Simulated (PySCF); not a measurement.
These are B3LYP-D3(BJ)/def2-TZVP in PySCF 2.14.0 values and carry that method's errors. All species are isolated molecules in the gas phase. One relaxed conformer stands for a flexible species; it need not be the lowest. B3LYP has the VWN-RPA correlation part, as in Gaussian. 

Reference species (SMILES): `OB(O)O` (neutral, multiplicity 1).

```
Property                   Value
----------------------  --------
HOMO                    -8.89 eV
S1 oscillator strength     0.001
```

Changed species: `[SiH3]B([SiH3])[SiH3]` (3 of 3 OH replaced by SiH3; the reference has 0 of 3 OH replaced by SiH3).

Question: What does the change do to the HOMO and S1 oscillator strength?

Answer: the HOMO rises by 1.08 eV, to -7.81 eV; the S1 oscillator strength stays essentially unchanged.
